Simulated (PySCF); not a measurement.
Successive ionisation energies of one element at GMP2 (screened spin-orbit), starting from the ion with 14 electrons. Calculated with PySCF 2.14, two-component X2C-1e (Gaussian nucleus, no Breit or QED terms), each ion in its own even-tempered basis; GMP2 freezes the deep shells of the larger ions and drops the highest virtual spinors; eV.

771.03, 819.44, 909.97, 956.78, 2356.0, 2484.7, 2625.8, 2768.2, 2942.6, 3092.3, 3286.2, 3413.3

Task: Which element is it?

Result: Arsenic (As, Z = 33); the list starts at As¹⁹⁺. The hydrogenic estimate 13.606 eV × (q + 1)²/n² with q = 19 and n = 3 gives 604.70 eV for the first entry, a lower bound because the other electrons screen the nucleus only in part.
